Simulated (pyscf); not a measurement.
H₁₄Si₉ (SMILES [SiH2]1[SiH]2[SiH2][SiH]3[SiH2][SiH]1[SiH2][SiH]3[SiH2]2), singlet

Gas-phase minimum from PySCF at ωB97X-D3(BJ)/def2-SVP, one conformer. 

SMILES: [SiH2]1[SiH]2[SiH2][SiH]3[SiH2][SiH]1[SiH2][SiH]3[SiH2]2
```xyz
23

Si    -1.6616     0.5885    -2.8063
Si    -0.6735    -1.5214    -2.6494
Si     1.6172    -1.2735    -2.2902
Si     1.6241    -0.2270    -0.2006
Si     1.1472     2.0121    -0.6712
Si    -1.1659     1.9185    -0.9523
Si    -1.7560     0.7772     0.9938
Si    -0.2927    -1.0425     0.8971
Si    -1.2878    -2.5078    -0.6276
H     -3.1443     0.4285    -2.9128
H     -1.1705     1.2694    -4.0434
H     -1.0125    -2.3417    -3.8507
H      2.2677    -2.6179    -2.2384
H      2.2952    -0.4382    -3.3259
H      2.8880    -0.4248     0.5679
H      1.4799     2.9032     0.4814
H      1.8756     2.4855    -1.8859
H     -1.8136     3.2575    -1.0886
H     -1.4890     1.6397     2.1846
H     -3.1824     0.3355     1.0157
H     -0.0089    -1.6584     2.2266
H     -0.7043    -3.8806    -0.5379
H     -2.7658    -2.5871    -0.4291
```

Bond lengths (Å): Si1–Si2 2.335, Si1–Si6 2.335, Si1–H10 1.495, Si1–H11 1.495, Si2–Si3 2.332, Si2–Si9 2.332, Si2–H12 1.494, Si3–Si4 2.337, Si3–H13 1.494, Si3–H14 1.493, Si4–Si5 2.337, Si4–Si8 2.355, Si4–H15 1.492, Si5–Si6 2.332 (the first ones only). Bond angles (°): Si2–Si1–Si6 111.8, Si2–Si1–H10 109.1, Si2–Si1–H11 109.2, Si6–Si1–H10 109.2, Si6–Si1–H11 109.1, H10–Si1–H11 108.4, Si1–Si2–Si3 109.3, Si1–Si2–Si9 109.2, Si1–Si2–H12 110.3, Si3–Si2–Si9 99.8, Si3–Si2–H12 113.9, Si9–Si2–H12 113.9, Si2–Si3–Si4 100.8, Si2–Si3–H13 109.7 (the first ones only).

Properties at ωB97X-D3(BJ)/def2-SVP:

- Harmonic wavenumbers, unscaled: 60, 79, 84, 111, 119, 124, 144, 182, 234, 267, 350, 371, 382, 389, 392, 407, 426, 443, 454, 459, 461, 477, 500, 502, 510, 521, 548, 556, 616, 617, 618, 630, 634, 640, 655, 673, 677, 678, 683, 717, 719, 725, 759, 760, 920, 922, 926, 928, 938, 2221, 2226, 2227, 2227, 2228, 2232, 2233, 2235, 2235, 2238, 2240, 2242, 2243, 2243 cm⁻¹
- Zero-point energy: 80.4 kcal/mol
- Rotational symmetry number: 2
- Entropy of this conformer at 298 K and 1 atm, rigid rotor and harmonic oscillator, modes under 100 cm⁻¹ raised to 100: 513.1 J/(mol K)
- Dipole moment: 0.15 D

Single-point totals, which compare only within one level:

```json
[
 {"level": "ωB97X-D3(BJ)/def2-TZVP", "total energy (hartree)": "-2614.28624"},
 {"level": "PBE/def2-TZVP", "total energy (hartree)": "-2612.64046"},
 {"level": "r²SCAN/def2-TZVP", "total energy (hartree)": "-2613.76498"},
 {"level": "B3LYP-D3(BJ)/def2-TZVP", "total energy (hartree)": "-2614.24768"},
 {"level": "PBE0-D3(BJ)/def2-TZVP", "total energy (hartree)": "-2612.95249"},
 {"level": "M06-2X/def2-TZVP", "total energy (hartree)": "-2613.77350"},
 {"level": "ωB97M-D3(BJ)/def2-TZVP", "total energy (hartree)": "-2614.36237"}
]
```

The nine-atom cage is a hydrogen-capped model of the (100) dimer, relaxed without constraints.
